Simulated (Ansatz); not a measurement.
Consider the atomization: `C/C=C/C(F)(F)F` → 4 C• + 3 F• + 5 H•.

Computed with Ansatz on PBE0-D4/def2-TZVP structures; ΔE is electronic, products minus reactants. CBS: MP2 limit from def2 TZ/QZ plus the TZ coupled-cluster correction, frozen cores. This one scheme is used for every species, atoms too. For atomizations the MP2-based limit and the directly extrapolated one differ by several kJ/mol either way, and by 10 to 25 for some Ge, Se and Sn compounds, so smaller differences from it don't rank the levels. Functionals use def2-TZVPP. Open shells (•) are unrestricted, without spin–orbit coupling. Spin–orbit coupling would lower the free atoms: a little for C, F.

Question: What is ΔE at CCSD(T)/CBS? (Estimate.)

Answer: The calculation gave: +5022.1 kJ/mol.

Question: What do these levels give: PBE0-D4, ωB97X-V, PBE, SCS-MP2/def2-TZVPP, CCSD(T)/def2-TZVPP, MP2/CBS(def2)? (An estimate is asked.)

Answer: Computed: PBE0-D4 5074.9, ωB97X-V 5038.6, PBE 5187.3, SCS-MP2/def2-TZVPP 4963.2, CCSD(T)/def2-TZVPP 4901.3, MP2/CBS(def2) 5163.2 kJ/mol.

Largest T1 diagnostic among the species: 0.012.

From r2SCAN to r2SCAN0 (25 % exact exchange), in def2-TZVPP and without D4, ΔE moves by −106.7 kJ/mol: exact exchange takes away binding that semilocal exchange gives to molecules. The D4 term adds +33.2 kJ/mol with B3LYP and +17.4 kJ/mol with PBE0; it sums over pairs of atoms, weighted by their polarisabilities, and B3LYP, whose exchange is more repulsive, gets the larger term. Leaving LDA and LC-ωPBE aside and taking each functional with its dispersion term where it has one, the values, not all of them listed here, spread over 380.9 kJ/mol, from BHLYP-D4 to PBE-D4. LDA lies +722.5 kJ/mol from PBE without D4, its usual overbinding.

B3LYP here is the variant with VWN-RPA as its local correlation; programs differ in this.
